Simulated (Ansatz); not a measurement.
Consider the formal hydrolysis of the Si–C bond: `FC[SiH2]CS` + H₂O → `O[SiH2]CS` + `CF`.

Isolated molecules relaxed with PBE0-D4/def2-TZVP in Ansatz; ΔE leaves out vibrations. CCSD(T)/CBS is the MP2 limit (def2-TZVPP, def2-QZVPP) plus CCSD(T) − MP2 in def2-TZVPP, frozen cores. This one scheme is used for every species. Functionals use def2-TZVPP. One conformer a species, not always the lowest.

`FC[SiH2]CS`:

Cartesian coordinates in Å:
```
F -0.891 1.953 -1.074
C -1.412 0.762 -0.567
Si -0.287 0.131 0.817
C 1.426 -0.188 0.124
S 1.405 -1.522 -1.104
H -2.428 0.959 -0.210
H -1.471 0.040 -1.387
H -0.234 1.141 1.910
H -0.855 -1.140 1.347
H 2.171 -0.384 0.897
H 1.751 0.702 -0.423
H 0.824 -2.454 -0.331
```

H₂O:

Cartesian coordinates in Å:
```
O -0.388 -0.009 0.029
H 0.142 0.569 -0.524
H 0.246 -0.559 0.494
```

`O[SiH2]CS`:

Z-matrix (Å, degrees):
```
Si
C 1 1.876
O 1 1.643 2 109.5
H 1 1.491 2 106.8 3 -121.6
H 1 1.484 2 112.3 3 118.1
S 2 1.818 1 108.8 3 55.0
H 2 1.093 1 109.8 3 -59.5
H 2 1.092 1 114.3 3 179.4
H 3 0.962 1 114.2 2 -43.7
H 6 1.344 2 97.1 1 57.1
```

`CF`:

```xyz
5

C    -0.052   -0.018    0.027
F     1.115    0.399   -0.573
H     0.189   -0.513    0.970
H    -0.565   -0.717   -0.638
H    -0.687    0.850    0.215
```

```csv
species,PBE energy (Eh)
`FC[SiH2]CS`,-867.50728
H₂O,-76.38007
`O[SiH2]CS`,-804.28000
`CF`,-139.64757
```

(1) Work out ΔE.

Largest T1 diagnostic among the species: 0.011.

Results:

(1) ΔE = (-804.28000) + (-139.64757) − (-867.50728) − (-76.38007) = -0.04022 Eh = -105.6 kJ/mol. CCSD(T)/CBS gives -112.4 kJ/mol.

In def2-TZVPP, CCSD(T) changes the Hartree–Fock value by +19.3 kJ/mol (the triples alone add +2.1 kJ/mol) and MP2 by +16.0 kJ/mol. The D4 term adds +4.4 kJ/mol with B3LYP and +2.7 kJ/mol with PBE0; it sums over pairs of atoms, weighted by their polarisabilities, and B3LYP, whose exchange is more repulsive, gets the larger term.

B3LYP here is the variant with VWN-RPA as its local correlation; programs differ in this.
